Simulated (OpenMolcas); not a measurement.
Sb II: effect of the basis set

| Quantity | Value |
| --- | --- |
| Program | OpenMolcas |
| Method | CASSCF |
| Active space | 4 electrons in 8 orbitals (5s 5p 6s 6p) |
| State averaging | 2S+1 = 3 even, 3 roots; 2S+1 = 1 even, 6 roots; 2S+1 = 5 odd, 1 root; 2S+1 = 3 odd, 9 roots; 2S+1 = 1 odd, 8 roots |
| Spin-orbit coupling | state interaction with AMFI integrals over the reference wave functions, term energies averaged over their components |

A. ANO-RCC-VTZP [7s6p4d2f1g], DKH2, point nucleus; cost about 22 core-seconds
B. ANO-RCC-VQZP [8s7p5d3f2g], DKH2, point nucleus; cost roughly 19 core-seconds
C. ANO-RCC [10s9p8d5f3g], DKH2, point nucleus; cost about 60 core-seconds

Energies in cm⁻¹ above 5s² 5p² ³P₀, the measured ground level; measured values from NIST Handbook of Basic Atomic Spectroscopic Data.

| Level | A | B | C | Measured |
| --- | --- | --- | --- | --- |
| 5s² 5p² ³P₀ | 0.0 | 0.0 | 0.0 | 0.0 |
| 5s² 5p² ³P₁ | 2525 | 2521 | 2534 | 3055 |
| 5s² 5p² ³P₂ | 5082 | 5068 | 5095 | 5658 |
| 5s² 5p² ¹D₂ | 14002 | 13952 | 14003 | 12790 |
| 5s² 5p² ¹S₀ | 22644 | 22490 | 22545 | 23906 |
| 5s 5p³ ⁵S°₂ | 40321 | 40367 | 40260 | 51723 |
| 5s 5p³ ³D°₂ | 71032 | 70945 | 70911 | 66502 |
| 5s 5p³ ³D°₁ | 71040 | 70996 | 70931 | 66292 |

Deviations, from unrounded energies. A percentage is the sum of absolute deviations over the sum of measured energies, with the sign that they share, or ± where signs differ.

```json
{"Against measurement": "mean absolute deviation (cm-1)", "Levels": "7", "A": "3500", "B": "3500", "C": "3500"}
{"Against measurement": "fine structure of the ground term (%)", "Levels": "2", "A": "-12.7", "B": "-12.9", "C": "-12.4"}
{"Against measurement": "other terms of the ground configuration (%)", "Levels": "2", "A": "±6.7", "B": "±7.0", "C": "±7.0"}
{"Against measurement": "other configurations (%)", "Levels": "3", "A": "±11.2", "B": "±11.1", "C": "±11.1"}
```

A, B, C lie about equally close to measurement. The largest miss of C in the table is 5s 5p³ ⁵S°₂, by -11000 cm-1. The ranking rests on the paired levels alone, and a cruder setting can come out closer through cancelling errors.

Among A to C the level of the table that moves most is 5s² 5p² ¹S₀, by 150 cm-1 (lowest in B, highest in A).

The run also gave levels led by 5s² 5p 6s, which use shells meant for correlation; these and all levels above them are left out. Terms of s pⁿ other than that of highest spin mix with s² pⁿ⁻² d, which this space lacks; all of them can be thousands of cm-1 off, and some have no real level of that name. Computed and measured levels are paired by configuration, term and J; levels that our copy of the source lacks, or whose pairing is in doubt (as where it misses far off the trend of its configuration), stay unpaired and out of the deviations. Only configurations of the active space appear. Levels that lie high or do not pair safely by name in every column are left out.

° marks odd parity.
